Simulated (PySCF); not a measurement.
I6In2, SMILES [In-]1([I])([I])[I+][In-]([I])([I+]1)[I].

Coordinates come from a PBE0-D3(BJ)/def2-SVP optimisation. The def2 effective core potentials stand for the cores of I, In; spin–orbit coupling is left out.

These are CAM-B3LYP/def2-SVP (PySCF) values and carry that method's errors.

Symmetry labels are those of the subgroup C2v that the program uses (full group C2v).

Computed valence orbital energies around the gap with their symmetry:
```json
[
 {"orbital": "HOMO−7", "symmetry": "B2", "energy (eV)": "-9.27"},
 {"orbital": "HOMO−6", "symmetry": "A1", "energy (eV)": "-9.21"},
 {"orbital": "HOMO−5", "symmetry": "A2", "energy (eV)": "-9.13"},
 {"orbital": "HOMO−4", "symmetry": "B1", "energy (eV)": "-9.12"},
 {"orbital": "HOMO−3", "symmetry": "A2", "energy (eV)": "-9.07"},
 {"orbital": "HOMO−2", "symmetry": "B2", "energy (eV)": "-9.01"},
 {"orbital": "HOMO−1", "symmetry": "B1", "energy (eV)": "-9.00"},
 {"orbital": "HOMO", "symmetry": "A1", "energy (eV)": "-8.97"},
 {"orbital": "LUMO", "symmetry": "B1", "energy (eV)": "-2.45"},
 {"orbital": "LUMO+1", "symmetry": "A1", "energy (eV)": "-2.20"},
 {"orbital": "LUMO+2", "symmetry": "B2", "energy (eV)": "-0.51"},
 {"orbital": "LUMO+3", "symmetry": "A1", "energy (eV)": "0.56"}
]
```
